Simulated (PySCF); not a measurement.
## Field gradients at the hydrogen positions

Species: C₇H₁₃FSi₂.
Structure used (GFN2-xTB), in Å, numbered top down from 1:
```xyz
23
C7H13FSi2 angstrom
C     -4.720    0.536    0.736
C     -3.339    0.157    0.518
C     -2.195   -0.163    0.350
C     -0.825   -0.543    0.107
Si    -0.720   -1.499   -1.548
Si     0.286    1.014    0.203
C      2.044    0.521   -0.251
C      3.049    0.415    0.605
C      4.446    0.033    0.230
F      4.976   -0.848    1.147
H     -5.266   -0.282    1.208
H     -5.198    0.772   -0.215
H     -4.774    1.413    1.382
H     -0.515   -1.227    0.905
H      0.618   -2.085   -1.665
H     -0.965   -0.580   -2.661
H     -1.728   -2.561   -1.557
H      0.255    1.565    1.562
H     -0.186    2.020   -0.757
H      2.244    0.306   -1.295
H      2.910    0.613    1.659
H      4.491   -0.459   -0.748
H      5.107    0.909    0.236
```

Level: PBE0/pcSseg-1 (PySCF, non-relativistic); Q(2H) = 0.00286 b; rigid geometry, the same for H and D, with no vibrational averaging.

**Question.** Rank these positions by the coupling χzz of a deuteron there, largest first.
A. H20 (vinylic hydrogen)
B. H18 (Si–H hydrogen)
C. H22 (methylene hydrogen)
D. H12 (methyl hydrogen)

**Answer.** A (218 kHz), D (207 kHz), C (194 kHz), B (107 kHz).

**Question.** Tabulate Vzz, the asymmetry η and χzz = 234.96 MHz × Q × Vzz for every hydrogen position.

**Answer.** 
```csv
atom,bonded to,bond length (Å),Vzz (au),η,χzz (kHz)
H11,C1,1.090,0.3079,0.02,207
H12,C1,1.090,0.3079,0.02,207
H13,C1,1.091,0.3076,0.02,207
H14,C4,1.096,0.3052,0.03,205
H15,Si5,1.466,0.1611,0.01,108
H16,Si5,1.464,0.1622,0.02,109
H17,Si5,1.464,0.1617,0.01,109
H18,Si6,1.467,0.1593,0.01,107
H19,Si6,1.468,0.1591,0.01,107
H20,C7,1.084,0.3244,0.05,218
H21,C8,1.081,0.3225,0.06,217
H22,C9,1.095,0.2880,0.07,194
H23,C9,1.098,0.2823,0.06,190
```

**Question.** Average by the element that carries the hydrogen.

**Answer.** on C: 205 kHz over 8 positions, mean bond length 1.091 Å; on Si: 108 kHz over 5 positions, mean bond length 1.466 Å.

**Question.** How does χzz go with the bond length over the 8 C–H bonds?

**Answer.** A straight-line fit has a slope of -15.4 kHz for each 0.01 Å, with a correlation coefficient of -0.91, over lengths from 1.081 to 1.098 Å. The longer bonds have the smaller couplings here.

Isolated species at its GFN2-xTB geometry (one conformer only). GFN2-xTB bond lengths can be off by several hundredths of an ångström, more for odd bonds, and the gradients follow them. These gradients aren't converged with respect to the basis.
